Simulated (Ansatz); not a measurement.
Breaking a bond: Bi(Me)3, C3H9Bi, SMILES [CH3][Bi]([CH3])[CH3], singlet. The Bi1–C10 bond (Bi1 also carries C, C; C10 carries H, H, H) is stretched with both fragments frozen at the PBE0/def2-SVP, def2 effective core potentials past Kr optimised geometry. Each curve is given relative to its own lowest point near equilibrium.

```
R / Å     A     B     C      D
-----  ----  ----  ----  -----
1.86   42.1  44.9  44.9   42.1
2.02   12.5  14.3  14.3   12.5
2.13    3.5   4.5   4.5    3.5
2.19    1.1   1.7   1.7    1.1
2.28    0.0   0.0   0.0    0.0
2.37    1.0   0.4   0.4    1.0
2.44    2.9   1.8   1.8    2.9
2.57    8.0   6.0   6.0    8.0
2.77   18.1  14.7  14.7   18.1
3.01   31.0  26.0  26.0   31.0
3.32   45.0  39.7  39.7   46.6
3.77   54.2  53.4  55.2   64.7
4.24   57.7  59.0  66.3   78.2
4.80   59.1  61.5  74.6   88.9
5.59   59.7  62.5  80.7   97.2
6.61   59.8  62.7  83.6  101.9
```

Energies in kcal/mol.

Task: Assign the columns to these levels of theory: restricted PBE/def2-SVP, def2 effective core potentials past Kr (Ansatz, an electronic-structure program); restricted PBE0/def2-SVP, def2 effective core potentials past Kr run with Ansatz; Ansatz with unrestricted PBE/def2-SVP, def2 effective core potentials past Kr; unrestricted PBE0/def2-SVP, def2 effective core potentials past Kr (Ansatz).

Result: A is UKS-PBE0; B is UKS-PBE; C is RKS-PBE; D is RKS-PBE0.

The restricted form behind RKS-PBE0, RKS-PBE keeps the bonding electrons paired and can't separate into open-shell fragments. The unrestricted determinant behind UKS-PBE is spin-contaminated at 3.77 to 6.61 Å (<S²> up to 1.0, against 0.00 for a pure singlet). The unrestricted solution behind UKS-PBE0 changes between 3.32 and 3.77 Å, which can leave a kink. The unrestricted determinant behind UKS-PBE0 is spin-contaminated at 3.32 to 6.61 Å (<S²> up to 1.0, against 0.00 for a pure singlet).
